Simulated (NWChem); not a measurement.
All runs are NWChem calculations. System: HfO, charge 0, spin multiplicity 1, at a geometry optimised with PBE/def2-SVP with def2 effective core potentials on Hf. The structure started from a generated list of species. Level: CR-EOMCCSD(T)/def2-SVPD with def2 effective core potentials on Hf, 1 core orbitals frozen.

Input file:

```
start mol
memory heap 100 mb stack 700 mb global 1900 mb
geometry units angstroms nocenter noautoz
  Hf     0.000000     0.000000     0.177809
  O      0.000000     0.000000    -1.600285
  symmetry group C2v
end
basis spherical
  * library def2-svpd
end
ecp
  Hf library def2-ecp
end
scf
  rhf
  nopen 0
  maxiter 100
  thresh 1e-7
  semidirect memsize 60000000 filesize 0
end
tce
  freeze core 1
  creomsd(t)
  nroots 1
  2eorb
  2emet 13
  thresh 1e-5
  maxiter 200
  tilesize 24
end
task tce energy
```

Part of the output:

```
             Northwest Computational Chemistry Package (NWChem) 7.3.0
             --------------------------------------------------------

                                NWChem Input Module
                                -------------------

 Scaling coordinates for geometry "geometry" by  1.889725989
 (inverse scale =  0.529177249)

 Turning off AUTOSYM since
 SYMMETRY directive was detected!

                             Geometry "geometry" -> ""
                             -------------------------

 Output coordinates in angstroms (scale by  1.889725989 to convert to a.u.)

  No.       Tag          Charge          X              Y              Z
 ---- ---------------- ---------- -------------- -------------- --------------
    1 Hf                  72.0000     0.00000000     0.00000000     0.17780900
    2 O                    8.0000     0.00000000     0.00000000    -1.60028500

 Effective nuclear repulsion energy (a.u.)     171.4229368210

            Nuclear Dipole moment (a.u.)
            ----------------------------
        X                 Y               Z
 ---------------- ---------------- ----------------
     0.0000000000     0.0000000000    -0.0000604712

      Symmetry information
      --------------------

 Group name             C2v
 Group number             16
 Group order               4
 No. of unique centers     2

      Symmetry unique atoms

     1    2


 Summary of "ao basis" -> "" (spherical)
 ------------------------------------------------------------------------------
       Tag                 Description            Shells   Functions and Types
 ---------------- ------------------------------  ------  ---------------------
 *                         def2-svpd                  on all atoms

 Summary of "ao basis" -> "ao basis" (spherical)
 ------------------------------------------------------------------------------
       Tag                 Description            Shells   Functions and Types
 ---------------- ------------------------------  ------  ---------------------
 Hf                        def2-svpd                13       35   6s4p2d1f
[...]
 --------------------------------------------------------------
      Residuum       Omega / hartree  Omega / eV    Cpu    Wall
 --------------------------------------------------------------

 Iteration   1 using    3 trial vectors
   0.2828706931092   0.1930738941036    5.25381     0.4     0.4

 Iteration   2 using    4 trial vectors
   0.1092626965091   0.1499951144410    4.08158     0.1     0.1

 Iteration   3 using    5 trial vectors
   0.1019689924778   0.1364932470661    3.71417     0.1     0.1

 Iteration   4 using    6 trial vectors
   0.0718247332905   0.1256273520247    3.41850     0.1     0.1

 Iteration   5 using    7 trial vectors
   0.0306531088271   0.1232430030070    3.35361     0.1     0.1

 Iteration   6 using    8 trial vectors
   0.0151731525634   0.1225165494647    3.33385     0.1     0.1

 Iteration   7 using    9 trial vectors
   0.0077275874796   0.1223721793685    3.32992     0.1     0.1

 Iteration   8 using   10 trial vectors
   0.0052411152664   0.1223026337705    3.32803     0.1     0.1

 Iteration   9 using   11 trial vectors
   0.0039484086181   0.1222589945373    3.32684     0.1     0.1

 Iteration  10 using   12 trial vectors
   0.0026798852922   0.1221433764304    3.32369     0.1     0.1

 Iteration  11 using   13 trial vectors
   0.0015313996481   0.1220893752695    3.32222     0.1     0.1

 Iteration  12 using   14 trial vectors
   0.0007984762613   0.1220990661826    3.32249     0.1     0.1

 Iteration  13 using   15 trial vectors
   0.0006955507445   0.1220932961259    3.32233     0.1     0.1

 Iteration  14 using   16 trial vectors
   0.0004409663290   0.1220999276659    3.32251     0.1     0.1

 Iteration  15 using   17 trial vectors
   0.0002779652533   0.1221046088315    3.32264     0.1     0.1

 Iteration  16 using   18 trial vectors
   0.0001306503039   0.1221044592681    3.32263     0.1     0.1

 Iteration  17 using   19 trial vectors
   0.0000838621520   0.1221058076343    3.32267     0.1     0.1

 Iteration  18 using   20 trial vectors
   0.0000493981635   0.1221071058188    3.32270     0.1     0.1

 Iteration  19 using   21 trial vectors
   0.0000272971187   0.1221075693751    3.32272     0.1     0.1

 Iteration  20 using   22 trial vectors
   0.0000138691344   0.1221078704256    3.32273     0.1     0.1

 Iteration  21 using   23 trial vectors
   0.0000066716778   0.1221079202367    3.32273     0.1     0.1
 --------------------------------------------------------------
 Iterations converged
 ------------------

 Excited state root  1
 Excitation energy / hartree =        0.122107920236706
                   / eV      =        3.322726984508213
 largest EOMCCSD amplitudes: R1 and R2

 Singles contributions
    12b2  (alpha) ---    10a1  (alpha)       -0.7074980976
    18b2  (alpha) ---    10a1  (alpha)        0.4304735826
    21b2  (alpha) ---    10a1  (alpha)        0.1036730565

 Doubles contributions
    15a1  (alpha)    12b2  (beta ) ---    10a1  (alpha)    10a1  (beta )       -0.2143945190
    14a2  (alpha)    11b1  (beta ) ---    10a1  (alpha)    10a1  (beta )        0.2143945190
    11b1  (alpha)    14a2  (beta ) ---    10a1  (alpha)    10a1  (beta )        0.2143945190
    12b2  (alpha)    15a1  (beta ) ---    10a1  (alpha)    10a1  (beta )       -0.2143945190
======= CR-EOMCCSD(T) calculation ======
corresponding R0 value =     0.000000

CR-EOMCCSD(T) Intermediates cpu wall time             0.3            0.3
 creom_N i2_1 nr of boxes                    72
 creom_N i2_2 nr of boxes                   126
 creom_N i2_3 nr of boxes                    72
 creom_N i2_4 nr of boxes                   126

CR-EOMCCSD(T) triples loop cpu wall             1.2            1.2

 CR-EOMCCSD(T)  total energy / hartree       =      -122.554039034995427
 CR-EOMCCSD(T)  excitation energy (eV)       =      3.08670

 Task  times  cpu:       21.0s     wall:       21.0s

 Total times  cpu:       21.0s     wall:       21.0s
```
